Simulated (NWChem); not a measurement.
Species: SiHOCl$_{3}$; SMILES O[Si](Cl)(Cl)Cl

```xyz
6

O     -1.8997     0.1372     0.0000
Si    -0.2694     0.0199     0.0000
Cl     0.4030    -0.9796     1.6522
Cl     0.4517     1.9180     0.0000
Cl     0.4030    -0.9796    -1.6522
H     -2.4137    -0.6771     0.0000
```
Atoms are numbered in this order, from 1.

Program: NWChem. All runs use the structure optimised with PBE0/def2-SVP. Total energies compare along this basis series because the functional is fixed.

| level | basis functions | energy (Ha) | highest occupied level (eV) | orbital gap (eV) | dipole (D) | relative time |
|---|---|---|---|---|---|---|
| PBE0/cc-pVDZ | 91 | -1745.4779 | -9.27 | 9.15 | 1.81 | 1 |
| PBE0/aug-cc-pVDZ | 140 | -1745.4979 | -9.39 | 8.61 | 1.60 | 2 |
| PBE0/cc-pVTZ | 180 | -1745.5838 | -9.35 | 9.13 | 1.65 | 1 |
| PBE0/aug-cc-pVTZ | 269 | -1745.5874 | -9.40 | 8.68 | 1.57 | 5 |

The last column is a rough cost ratio, cheapest run = 1.
